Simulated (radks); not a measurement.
Problem. Radial electron density D(r) = 4 pi r^2 rho(r) of an atom or ion with 65 electrons. All-electron calculation, Dirac Kohn-Sham, PBEsol, spin-unpolarised, spherical densities, point nucleus. Program: a radial shooting solver on a logarithmic mesh with Libxc functionals.

```
   r/bohr * D(r) (the largest magnitude, 117, reaches the edge; | marks zero)
 0.000741 | *
 0.001029 |  *
 0.001428 |   *
 0.001982 |      *
 0.002752 |           *
  0.00382 |                 *
 0.005303 |                         *
 0.007361 |                                 *
  0.01022 |                                        *
  0.01419 |                                           *
  0.01969 |                                         *
  0.02756 |                                      *
  0.03825 |                                           *
   0.0531 |                                                      *
  0.07372 |                                                      *
   0.1023 |                                            *
   0.1421 |                                              *
   0.1972 |                                                *
   0.2738 |                            *
     0.38 |                        *
   0.5276 |                          *
   0.7323 |              *
    1.017 |      *
    1.411 |   *
    1.959 |*
     2.72 *
    3.775 *
    5.241 *
    7.275 *
     10.1 *
    14.02 *
```

What is the nuclear charge?

Solution. Z = 68. The innermost maximum, from 1s, lies near gamma/Z bohr with gamma = sqrt(1 - (Z/c)^2) = 0.868, here 0.0128 bohr (found: 0.0141), and its height grows with Z. The density is that of the erbium ion Er3+ in [Xe] 4f10 6f1; the configuration itself is not fixed sharply by these data, and Z only to a few units. D(r) has 5 maxima, at r = 0.0141, 0.0628, 0.175, 0.472, 7.76 bohr, and minima at 0.0273, 0.114, 0.337 bohr, inside which lie 2.02, 11.19, 29.57 electrons.
